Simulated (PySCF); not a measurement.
# Towards the basis-set limit for Br₂⁺

State: doublet, unpaired electrons π ↑. De refers to Br⁺ + Br. ROHF-based CCSD(T) in PySCF 2.14 with Br cc-pVTZ-PP with ECP10 and Br cc-pVQZ-PP with ECP10 (frozen core orbitals: 18; scalar-relativistic core potentials). Correlation energies are extrapolated as n⁻³ (n = 3, 4), Hartree–Fock as (n+1)·exp(−9√n).

```csv
Level,Re (Å),ωe (cm⁻¹),ωexe (cm⁻¹),αe (cm⁻¹),De (eV)
CCSD(T)/TZ,2.2166,362.8,1.07,0.000318,3.098
CCSD(T)/QZ,2.2069,368.3,1.06,0.000315,3.273
HF/CBS,2.1598,422.0,0.823,0.000256,1.418
MP2/CBS,2.1958,375.4,1.13,0.000319,3.521
CCSD/CBS,2.1875,388.3,0.967,0.000292,3.119
CCSD(T)/CBS,2.2012,372.6,1.06,0.000313,3.378
```

Q: How much is left between CCSD(T)/QZ and the basis-set limit, and how much do the triples give at the limit?

A: CCSD(T)/CBS less CCSD(T)/QZ: -5.7 mÅ in Re, +4.3 cm⁻¹ in ωe and +0.105 eV in De. CCSD(T)/CBS less CCSD/CBS: +13.7 mÅ in Re, -15.7 cm⁻¹ in ωe and +0.259 eV in De.

The T1 diagnostic is 0.014. The state was picked by a PBE0 search and need not be the measured ground state. Spin–orbit coupling, excitations beyond (T) and corrections to the Born–Oppenheimer picture are left out.

The whole job (state search and all basis sets along the bond) took about 8.8 min on 4 threads of Intel Xeon Platinum 8488C (shared host), peak memory 8.8 GiB.
